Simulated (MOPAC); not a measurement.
Input file for MOPAC: AM1 on BeS+, 2S+1 = 2, a spin state set in the input, which need not be the lowest, a point of a bond scan (R = 1.953 Å). Charge +1.

```
AM1 1SCF PRECISE CHARGE=1 UHF MS=0.5 THREADS=1
BeS

Be     0.00000000 1     0.00000000 1     0.00000000 1
S      0.00000000 1     0.00000000 1     1.95314100 1
```

It printed:

```
*******************************************************************************
 **                                                                           **
 **                              MOPAC v23.2.5                                **
 **                                                                           **
 *******************************************************************************
 ** MOPAC's Digital Object Identifier: https://doi.org/10.5281/zenodo.6511958 **
 **                                                                           **
 ** Please cite the open-source release paper for use of this MOPAC version:  **
 ** J. E. Moussa and J. J. P. Stewart (2026)                                  **
 ** MOPAC: An open-source semiempirical molecular orbital program             **
 ** J. Open Source Softw., 11(119), 8025, https://doi.org/10.21105/joss.08025 **
 *******************************************************************************

                              AM1 CALCULATION RESULTS

 *******************************************************************************
 *  AM1        - The AM1 Hamiltonian to be used
 *  UHF        - UNRESTRICTED HARTREE-FOCK CALCULATION
 *
 *
 *
 *                 CHARGE ON SYSTEM = +1
 *
 *
 *
 *  MS=        - IN MECI, MAGNETIC COMPONENT OF SPIN =  0.5
 *  PRECISE    - TIGHTER CRITERIA TO BE USED
 *  1SCF       - DO 1 SCF AND THEN STOP
 *  THREADS=1  - MULTI-THREADING NOT USED
 *  T=         - A TIME OF 172800.0 SECONDS REQUESTED
 *  DUMP=N     - RESTART FILE WRITTEN EVERY 7200.0 SECONDS REQUESTED
 *******************************************************************************
AM1 1SCF PRECISE CHARGE=1 UHF MS=0.5 THREADS=1
 BeS

   ATOM   CHEMICAL          X               Y               Z
  NUMBER   SYMBOL      (ANGSTROMS)     (ANGSTROMS)     (ANGSTROMS)

     1      Be          0.00000000  *   0.00000000  *   0.00000000  *
     2       S          0.00000000  *   0.00000000  *   1.95314100  *



          CARTESIAN COORDINATES

    NO.       ATOM           X           Y           Z

     1        Be          0.0000      0.0000      0.0000
     2         S          0.0000      0.0000      1.9531

 Be: (AM1): J. J. P. STEWART, J. MOL. MOD., 10, 155-164 (2004)
  S: (AM1): M.J.S. DEWAR, Y-C YUAN, INORGANIC CHEMISTRY, 29, 3881:3890,  (1990)

           Empirical Formula: Be S  =     2 atoms



      MOLECULAR POINT GROUP   :   C*v


          UHF CALCULATION, NO. OF ALPHA ELECTRONS =    4
                           NO. OF BETA  ELECTRONS =    3

 -------------------------------------------------------------------------------
 AM1 1SCF PRECISE CHARGE=1 UHF MS=0.5 THREADS=1
 BeS



     1SCF WAS SPECIFIED, SO BFGS WAS NOT USED
     SCF FIELD WAS ACHIEVED


                              AM1 CALCULATION
                                                       MOPAC v23.2.5 Linux




          FINAL HEAT OF FORMATION =        348.67459 KCAL/MOL =    1458.85450 KJ/MOL


          COSMO AREA              =         85.52 SQUARE ANGSTROMS
          COSMO VOLUME            =         70.40 CUBIC ANGSTROMS

          IONIZATION POTENTIAL    =         15.104790 EV
          ALPHA SOMO LUMO (EV)    =        -16.719 -8.046
          BETA  SOMO LUMO (EV)    =        -15.105 -8.321
          NO. OF ALPHA ELECTRONS  =          4
          NO. OF BETA  ELECTRONS  =          3
          MOLECULAR WEIGHT        =         41.0722         POINT GROUP:  C*v

          MOLECULAR DIMENSIONS (Angstroms)

            Atom       Atom       Distance
            S     2   Be     1     1.95314
            S     2   Be     1     0.00000
           Be     1    S     2     0.00000


          SCF CALCULATIONS        =          1





   ATOM   CHEMICAL          X               Y               Z
  NUMBER   SYMBOL      (ANGSTROMS)     (ANGSTROMS)     (ANGSTROMS)

     1      Be          0.00000000  *   0.00000000  *   0.00000000  *
     2       S          0.00000000  *   0.00000000  *   1.95314100  *

                             CARTESIAN COORDINATES

   1   Be        0.000000000     0.000000000     0.000000000
   2    S        0.000000000     0.000000000     1.953141000


           Empirical Formula: Be S  =     2 atoms



      MOLECULAR POINT GROUP   :   C*v


          ALPHA EIGENVALUES
 -24.21585 -18.24078 -18.13302 -16.71917  -8.04627  -6.64294  -5.41178  -4.10240


           BETA EIGENVALUES
 -21.72400 -16.15989 -15.10479  -8.32124  -7.60846  -6.06529  -4.82509  -3.46919


              NET ATOMIC CHARGES AND DIPOLE CONTRIBUTIONS

  ATOM NO.   TYPE          CHARGE      No. of ELECS.   s-Pop       p-Pop
    1         Be           0.673328        1.3267     0.72483     0.60184
    2          S           0.326672        5.6733     1.95057     3.72276
 DIPOLE           X         Y         Z       TOTAL
 POINT-CHG.     0.000     0.000    -4.258     4.258
 HYBRID        -0.000     0.000    -4.023     4.023
 SUM           -0.000     0.000    -8.281     8.281


          ATOMIC ORBITAL ELECTRON POPULATIONS

     Atom    s        px        py        pz
    1 Be   0.72483   0.38535   0.03673   0.17976
    2  S   1.95057   1.61465   0.96327   1.14483


                    (SZ)    =    0.500000
                    (S**2)  =    0.844718


          ATOMIC ORBITAL SPIN POPULATIONS

    Atom   Total    s     px     py     pz
         Atomic
    1 Be -0.3273 -0.235 -0.112  0.037 -0.017
    2  S  1.3273 -0.008  0.112  0.963  0.261

 **********************
 *                    *
 * JOB ENDED NORMALLY *
 *                    *
 **********************




 == MOPAC DONE ==
```

The run finished.

Cost: roughly 0.020 core-seconds.
